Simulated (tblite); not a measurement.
Species: C3H6FSi2 (doublet state).
SMILES with atom numbers: `[CH:1]#[C:2][SiH2:3][C:4]([F:5])[SiH3:6]` (hydrogens: H7 on C1; H8, H9 on Si3; H10, H11, H12 on Si6)

Computed geometry: GFN2-xTB, gas phase. This method treats the open shell by occupation alone, without spin polarisation.

Task: List the bond lengths, angles and torsions at this level.

Result: 
```tsv
bond	length (Å)
C1≡C2	1.202
C2–Si3	1.854
Si3–C4	1.883
C4–F5	1.359
C4–Si6	1.876
C1–H7	1.053
Si3–H8, Si3–H9	1.465
Si6–H10, Si6–H11, Si6–H12	1.465
```

Bonds in one row agree within 0.01 Å and their mean is given. A selection of angles:
```tsv
angle	degrees
C2–C1–H7	179.5
C1–C2–Si3	178.8
C2–Si3–C4	107.7
C2–Si3–H8	109.0
C4–Si3–H8	109.5
C4–Si3–H9	108.3
H8–Si3–H9	113.6
Si3–C4–F5	114.5
Si3–C4–Si6	131.4
F5–C4–Si6	114.0
C4–Si6–H10	109.3
C4–Si6–H12	105.6
H10–Si6–H11	108.7
H10–Si6–H12	111.6
```

Torsions: C2–Si3–C4–F5 100° (anticlinal). The mirror-image conformer, all signs reversed, is as good.

C4 (carbon bonded to F and 2 Si) is planar (angles 131.4°, 114.5° and 114.0°, sum 359.9°, 0.03 Å off the plane of its three neighbours). Si3 (silicon bonded to 2 C and 2 H) is distorted tetrahedral (angles from 107.7° to 113.6°). Si6 (silicon bonded to C and 3 H) is distorted tetrahedral (angles from 105.6° to 111.6°). The 3 C–Si bonds span 1.854 Å (C2–Si3, drawn single) to 1.883 Å (Si3–C4, drawn single), a spread of 0.029 Å.

Point group: C1 (no symmetry element, even within 0.4 Å). Its lowest GFN2-xTB frequency is 14i cm⁻¹, too small to tell a flat minimum from a shallow saddle. 3 starts were optimised and ended at 0.00, 0.03 and 0.39 kcal/mol (GFN2-xTB); the lowest of these is shown.
